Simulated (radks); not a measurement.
Values are calculated unless marked as measured or tabulated.
Neutral ytterbium inside a hard spherical wall (all orbitals vanish at R), configuration held at [Xe] 4f14 6s2 and not refilled when levels cross. Level of theory: scalar-relativistic Kohn-Sham, PBE, spin-polarised, spherical densities, point nucleus (a radial shooting solver on a logarithmic mesh with Libxc functionals). Eigenvalues in eV for spin up, with the zero of energy where the potential of the charges vanishes at infinity; a dash marks a level that is unbound or too diffuse for the functional's potential to be trusted. A positive occupied level is held by the wall or, in an anion where self-interaction has pushed it up, behind a barrier. The pressure on the wall is -dE/dV.

R (bohr),E (hartree),kinetic (hartree),e(5s),e(5p),e(6s),e(4f),"e(6p, empty)","e(5d, empty)",pressure (GPa)
free,-14059.8048,15324.140,-54.929,-27.426,-3.920,-3.018,-,-,0
20,-14059.8048,15324.140,-54.929,-27.426,-3.920,-3.018,-1.106,-0.667,< 0.0001
10,-14059.8028,15324.158,-54.794,-27.293,-3.815,-2.886,-0.767,-0.489,0.0449
8,-14059.7912,15324.234,-54.347,-26.852,-3.414,-2.450,0.065,-0.006,0.474
7,-14059.7696,15324.349,-53.803,-26.318,-2.839,-1.915,1.113,0.581,1.60
5,-14059.5574,15325.214,-51.125,-23.753,1.269,0.788,7.768,3.757,23.8
2,-14041.7719,15386.930,-0.924,32.052,168.27,57.704,205.98,81.534,23100
